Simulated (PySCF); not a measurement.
Two species compared at the same levels of theory.

First species: C5H11NO.
Atom-mapped SMILES: `[CH3:1][CH2:2][C:3](=[O:4])[N:5]([CH3:6])[CH3:7]` (hydrogens: H8, H9, H10 on C1; H11, H12 on C2; H13, H14, H15 on C6; H16, H17, H18 on C7)

Second species: C₅H₉FOSi.
InChI=1S/C5H9FOSi/c1-2-5-8-7-4-3-6/h2-4H,1,5,8H2/b4-3+

Levels: wB97X-D/def2-SVPD for dipole moment, HOMO energy, LUMO energy, HOMO–LUMO gap, static isotropic polarisability and electronic spatial extent ⟨r²⟩ about the centre of nuclear charge; TDDFT wB97X-D/def2-SVPD for lowest singlet excitation; TDA wB97X-D/def2-SVPD for lowest triplet excitation (Tamm–Dancoff); GFN2-xTB for rotational constant A and rotational constant C. Geometries: GFN2-xTB. All species are isolated and taken at one optimised geometry, non-relativistic unless stated. Electronic properties by PySCF.

The conformers computed, where there is a choice (atom-mapped SMILES and torsion angles):
- `[CH3:1][CH2:2][C:3](=[O:4])[N:5]([CH3:6])[CH3:7]`: C1–C2–C3–O4 -2°, C2–C3–N5–C6 0°
- `[CH2:1]=[CH:2][CH2:3][SiH2:4][O:5]/[CH:6]=[CH:7]/[F:8]`: C1–C2–C3–Si4 107°, C2–C3–Si4–O5 69°, C3–Si4–O5–C6 178°, Si4–O5–C6–C7 179°

**Question.** Which of the two has the higher dipole moment, and by how much?

**Answer.** The first: 3.90 D against 1.95 D, a difference of 1.95 D.

**Question.** Which of the two has the higher rotational constant A, and by how much?

**Answer.** The first: 4.682 GHz against 4.125 GHz, a difference of 0.557 GHz.

**Question.** Which of the two has the higher LUMO energy, and by how much?

**Answer.** The first: 2.05 eV against 1.58 eV, a difference of 0.47 eV.

**Question.** Which has the higher HOMO–LUMO gap?

**Answer.** The first: 10.80 eV against 10.24 eV, a difference of 0.56 eV.

**Question.** Which has the higher static isotropic polarisability?

**Answer.** The second: 92.4 au against 72.7 au, a difference of 19.7 au.

**Question.** Which has the higher T1 energy?

**Answer.** The first: 5.32 eV against 4.24 eV, a difference of 1.08 eV.

**Question.** Which has the higher HOMO energy?

**Answer.** The second: -8.66 eV against -8.75 eV, a difference of 0.09 eV.

**Question.** Which of the two has the higher rotational constant C, and by how much?

**Answer.** The first: 1.383 GHz against 0.560 GHz, a difference of 0.823 GHz.

On the first: No computed singlet falls in the visible range (750 to 380 nm, 1.65 to 3.26 eV); S1 lies 2.65 eV above its blue end. In atomic units the dipole is 1.53 e·bohr (1 au = 2.5417 D).

On the second: The principal polarisabilities are 73.6, 87.5 and 116.0 au; their mean is the isotropic value. In atomic units the dipole is 0.77 e·bohr (1 au = 2.5417 D).
